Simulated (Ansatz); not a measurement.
Geometry optimisation, RKS BHLYP-D4/def2-SVP (Ansatz 0.2.0).

Input:

```yaml
crystal:
  periodic: [false, false, false]
  atoms:
    - { symbol: C, position_ang: [0.1912, -1.8634, -1.864] }
    - { symbol: Si, position_ang: [0.8983, -1.3687, -0.2545] }
    - { symbol: Si, position_ang: [-0.0971, 0.5424, 0.528] }
    - { symbol: "N", position_ang: [0.5761, 1.2729, 1.9353] }
    - { symbol: "N", position_ang: [-0.0944, 1.9202, -0.4086] }
    - { symbol: "N", position_ang: [-1.6816, 0.5706, 0.9637] }
    - { symbol: H, position_ang: [0.3131, -1.0264, -2.6159] }
    - { symbol: H, position_ang: [0.6311, -2.7158, -2.2818] }
    - { symbol: H, position_ang: [-0.9291, -1.9785, -1.7371] }
    - { symbol: H, position_ang: [2.3709, -1.172, -0.4036] }
    - { symbol: H, position_ang: [0.7041, -2.4842, 0.7326] }
    - { symbol: H, position_ang: [1.5076, 1.0479, 2.0729] }
    - { symbol: H, position_ang: [0.4585, 2.2882, 1.7217] }
    - { symbol: H, position_ang: [-0.2494, 1.6829, -1.3501] }
    - { symbol: H, position_ang: [-0.9757, 2.3727, -0.1513] }
    - { symbol: H, position_ang: [-1.7306, 1.2268, 1.7771] }
    - { symbol: H, position_ang: [-1.912, -0.316, 1.3758] }
basis:
  gaussian: { orbitals: def2-SVP }
hamiltonian:
  xc: { name: BHLYP }
  dispersion: d4
relax:
  f_tol: 0.015
  max_steps: 40
output:
  orbitals: {}
```

Run as:

```bash
$ ansatz run input.yaml --threads 2 --pin off --max-ram 3072MiB --backend cpu --events-out ev --progress --plain --runs-dir out
```

Q: Where does it end, and by what steps?

A: The run converged. The force dipped under the threshold on the way, but the program's further checks kept it going. After 32 steps the energy has fallen by 2.033 eV; H15 moved furthest, 1.55 Å.

```tsv
step	energy less start (eV)	largest force component (eV/Å)	accepted
0	0.0000	3.921	yes
2	-1.5769	0.661	yes
4	-1.6688	0.231	yes
6	-1.7395	0.219	yes
8	-1.8535	0.218	yes
10	-1.9397	0.233	yes
12	-1.9454	0.199	yes
14	-1.9550	0.322	yes
16	-1.9008	2.035	no
18	-1.9931	0.482	yes
20	-2.0171	0.349	yes
22	-2.0317	0.019	yes
24	-2.0321	0.071	yes
26	-2.0324	0.034	yes
28	-2.0327	0.031	yes
30	-2.0329	0.018	yes
32	-2.0330	0.011	yes
```

```xyz
17
Properties=species:S:1:pos:R:3
C 0.057 -1.819 -1.749
Si 0.983 -1.208 -0.225
Si -0.096 0.712 0.585
N 0.905 1.409 1.804
N -0.354 1.995 -0.536
N -1.700 0.171 0.938
H 0.068 -1.050 -2.528
H 0.496 -2.731 -2.163
H -0.988 -2.019 -1.495
H 2.403 -0.931 -0.579
H 1.007 -2.290 0.802
H 1.453 0.835 2.421
H 0.651 2.280 2.242
H -1.040 1.905 -1.265
H 0.406 2.594 -0.806
H -2.420 0.840 1.162
H -1.850 -0.694 1.431
```

Time of the run: 3.3 min on 2 threads of Arm Neoverse V1 (shared host), peak memory 0.44 GiB.
